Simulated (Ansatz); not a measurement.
Basis-set extrapolation for `CC(C)(C)C[Si](Cl)(Cl)Cl` (PBE0-D4/def2-TZVP geometry, frozen core, the Gaussian-basis code of Ansatz). Multiplicity 1, RHF reference.

```tsv
	def2-TZVPP	def2-QZVPP
HF	-1863.478130	-1863.534002
MP2 correlation	-1.568574	-1.692229
CCSD(T) correlation	-1.737762	not run
```

Energies in hartree. Use E(X) = E(∞) + A·exp(−7.88·√X) for Hartree–Fock and E(X) = E(∞) + B·X^(−2.97) for correlation, with X = 3 and 4, and add CCSD(T) minus MP2 of the smaller set to the MP2 limit.

What is the CCSD(T) energy at the basis-set limit?

HF limit: -1863.534002 + (-0.055872) × 0.13774 = -1863.54170. MP2 limit: -1.692229 + (-0.123655) × 0.74074 = -1.78383. Higher-order term: -1.737762 − (-1.568574) = -0.16919. Total: -1865.49472 hartree, 732.1 kJ/mol below CCSD(T)/def2-TZVPP.
